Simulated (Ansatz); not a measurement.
A structure relaxed at PBE-D4/def2-SVP in Ansatz, charge 1, doublet:

```tsv
atom	x (Å)	y (Å)	z (Å)
Mo1	1.555	-0.447	-0.079
Mo2	-0.427	-0.408	-1.829
Mo3	-0.677	-0.283	0.856
Mo4	0.498	1.520	-0.265
Si5	1.300	0.896	2.046
Si6	-2.248	-1.278	-0.728
```

**Question.** Give its formula and point group.

**Answer.** the cluster Si₂Mo₄⁺. Point group Cs (tolerance 0.1 Å).

**Question.** Summarise the bond lengths by kind (pairs closer than 1.2 times the sum of covalent radii, bridged metal pairs left out).

**Answer.** 6 × Mo–Mo 2.24 to 2.70 Å; 5 × Mo–Si 2.30 to 2.59 Å.

In the def2 sets Mo takes a core potential; there is no spin–orbit coupling. The charge 1 doublet is spin-contaminated (final ⟨S²⟩ up to 1.19, 0.75 for a pure state). The relaxation made no stability test and no search for a lower SCF solution. No other spin state of charge 1 was run. Another isomer (doublet) lies 2.16 eV lower at PBE0-D4/def2-TZVP; other spin states weren't run for this one.
